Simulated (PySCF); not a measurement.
Q: What does the GFN2-xTB structure of `FP(F)P[SiH3]` (SiH3PHPF2) look like in three dimensions?

A: 
```xyz
9
F2H4P2Si angstrom
F      2.6850    1.4108    0.6955
P      1.7609    0.2172    0.1083
F      1.6547    0.8746   -1.3701
P     -0.1785    0.8827    0.8572
Si    -1.2864   -0.6425   -0.3861
H     -0.0299    0.0615    1.9709
H     -2.5923   -0.7700    0.2570
H     -0.6072   -1.9412   -0.4248
H     -1.3927   -0.0872   -1.7331
```

Orientation and origin are arbitrary. Atoms count from 1 in this order. P2 (three-coordinate phosphorus) is pyramidal (angles 99.1°, 97.5° and 94.0°, sum 290.6°, 0.89 Å off the plane of its three neighbours). Si5 (SiH3 silicon) is distorted tetrahedral (angles from 104.8° to 112.7°). P4 (three-coordinate phosphorus) is pyramidal (angles 95.4°, 92.4° and 90.0°, sum 277.8°, 1.00 Å off the plane of its three neighbours).

Bonds between heavy atoms (Å): F1–P2 1.620, P2–F3 1.621, P2–P4 2.183, P4–Si5 2.258.

Structure optimised with GFN2-xTB, isolated species.

Point group: C1 (no symmetry element, even within 0.4 Å). Not checked by GFN2-xTB frequencies. The numbers are those of one conformer (F1–P2–P4–Si5 170°).

All values are computed, not measured.
